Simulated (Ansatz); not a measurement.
Computed with frozen-core CCSD(T)/def2-TZVPP // PBE-D3(BJ)/def2-SVP (Ansatz, a quantum-chemistry and plane-wave program).

Ansatz 0.2 input:
```yaml
crystal:
  periodic: [false, false, false]
  atoms:
    - { symbol: W, position_ang: [0.008896, 0.191748, -0.117242] }
    - { symbol: O, position_ang: [0.542643, -1.182336, 1.216482] }
    - { symbol: H, position_ang: [1.500232, -1.346038, 1.121656] }
    - { symbol: O, position_ang: [0.587418, 1.99978, 0.393768] }
    - { symbol: H, position_ang: [0.008221, 2.353048, 1.094753] }
    - { symbol: O, position_ang: [-0.322886, -1.313952, -1.334955] }
    - { symbol: H, position_ang: [-0.231351, -2.141469, -0.821321] }
    - { symbol: N, position_ang: [-1.175981, 1.028786, -1.466277] }
    - { symbol: H, position_ang: [-1.752326, 0.492368, -2.120926] }
    - { symbol: H, position_ang: [-1.199801, 2.035764, -1.653613] }
    - { symbol: N, position_ang: [1.895601, 0.24314, -0.786474] }
    - { symbol: H, position_ang: [2.581836, 0.948868, -0.504609] }
    - { symbol: H, position_ang: [2.268829, -0.406975, -1.485026] }
    - { symbol: N, position_ang: [-1.46362, 0.279646, 1.231253] }
    - { symbol: H, position_ang: [-1.357532, -0.109785, 2.174149] }
    - { symbol: H, position_ang: [-2.349962, 0.780533, 1.120655] }
basis:
  gaussian: { orbitals: def2-TZVPP }
correlation:
  method: ccsd_t
```

Output:

```
Functional definition: HF
2271 factors; integrals over basis functions are off by at most 1.1e-3 eV
mean field evaluation 1: about -12498.4224 eV, gradient 9.0e1 eV
mean field evaluation 2: about -12498.7848 eV, gradient 9.0e1 eV
mean field evaluation 4: about -12512.7110 eV, gradient 1.3e1 eV
mean field evaluation 8: about -12513.1413 eV, gradient 8.3e-1 eV
mean field evaluation 16: about -12513.1438 eV, gradient 6.7e-6 eV
mean field -12513.14384430 eV, -459.8495545643 hartree, gradient 6.7e-6 eV, S^2 0.000000; 0 other end points of the search recorded, 0 dependent functions left out
6 core orbitals not correlated
reference -12513.14384430 eV, -459.8495545643 hartree; 28, 28 occupied and 334, 334 virtual orbitals, 2271 factors
second order -52.50382901 eV of doubles, -0.00000000 eV of singles
cycle   1  -49.65347055 eV  change     2.9e0 eV  update   2.8e-1
cycle   2  -51.35438020 eV  change    -1.7e0 eV  update   1.6e-1
cycle   3  -51.83324608 eV  change   -4.8e-1 eV  update   5.6e-2
cycle   4  -51.84007300 eV  change   -6.8e-3 eV  update   2.6e-2
cycle   5  -51.81545123 eV  change    2.5e-2 eV  update   1.1e-2
cycle   6  -51.82098996 eV  change   -5.5e-3 eV  update   4.6e-3
cycle   7  -51.82266917 eV  change   -1.7e-3 eV  update   2.1e-3
cycle   8  -51.82117305 eV  change    1.5e-3 eV  update   8.5e-4
cycle   9  -51.82144460 eV  change   -2.7e-4 eV  update   4.8e-4
cycle  10  -51.82238805 eV  change   -9.4e-4 eV  update   2.2e-4
cycle  11  -51.82187221 eV  change    5.2e-4 eV  update   1.4e-4
cycle  12  -51.82164927 eV  change    2.2e-4 eV  update   6.9e-5
cycle  13  -51.82181652 eV  change   -1.7e-4 eV  update   3.5e-5
cycle  14  -51.82176040 eV  change    5.6e-5 eV  update   1.7e-5
perturbative correction -2.60531295 eV, -0.0957434848 hartree
Total energy: -12567.57091764 eV, -461.8497126177 hartree
```

Cost: around 7 core-hours (rough).
